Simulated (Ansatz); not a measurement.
Job for Ansatz (an electronic-structure program): R-RI-MP2/def2-QZVPP on CH3GeI (SMILES [CH3][Ge][I]), a point of a torsion scan. Elements past Kr take the def2 small-core potentials; no spin–orbit coupling. Files ending in .json are basis or fitting sets from the Basis Set Exchange. The run froze 24 orbitals, filled d shells among them.

Ansatz 0.2 input:
```yaml
crystal:
  periodic: [false, false, false]
  atoms:
    - {symbol: C, position_ang: [-0.67994219, -0.02857886, -0.01937976]}
    - {symbol: Ge, position_ang: [0.86948988, 1.29189609, -0.00712071]}
    - {symbol: I, position_ang: [2.76921905, -0.42548848, -0.16377441]}
    - {symbol: H, position_ang: [-0.80488919, -0.45432817, 0.97954905]}
    - {symbol: H, position_ang: [-1.61425537, 0.47760679, -0.27005067]}
    - {symbol: H, position_ang: [-0.54520507, -0.85492875, -0.71763121]}
basis:
  gaussian:
    orbitals: def2-QZVPP.json
    fitting: {mean_field: def2-universal-JKFIT, correlation: def2-QZVPP-RIFIT.json}
magnetization: {spin_polarized: false}
correlation: {method: mp2, electrons: outside_noble_gas}
scf: {lower_state_search: off}
```

Program output:

```
WARN ansatz: RAYON_NUM_THREADS=1 ignored (pool sized by the plan → 1); use --threads N
Functional definition: HF
these checks for a lower state are left out or cut short: stability, starts, cluster_reference, orbital_swaps, neighbouring_geometries, increment
integrals: 0.49 GiB planned
613 factors; integrals over basis functions are off by at most 1.6e0 eV
mean field: 0.77 GiB planned
mean field evaluation 1: about -65623.8960 eV, gradient 3.0e1 eV
mean field evaluation 2: about -65625.8746 eV, gradient 1.7e1 eV
mean field evaluation 4: about -65626.5430 eV, gradient 1.6e0 eV
mean field evaluation 8: about -65626.5552 eV, gradient 1.3e-6 eV
mean field -65626.55522282 eV, -2411.7314211619 hartree, gradient 1.3e-6 eV, S^2 0.000000; 0 other end points of the search recorded, 0 dependent functions left out
24 core orbitals not correlated
883 factors; their error is unknown
reference -65626.55522282 eV, -2411.7314211619 hartree; 9, 9 occupied and 285, 285 virtual orbitals, 883 factors
second order -12.12870156 eV of doubles, -0.00000000 eV of singles
Total energy: -65638.68392439 eV, -2412.1771427232 hartree
Checks for a lower state left out: stability, starts, cluster_reference, orbital_swaps, neighbouring_geometries, increment
```

Self-consistency was reached.

Cost: very roughly 5 core-seconds.
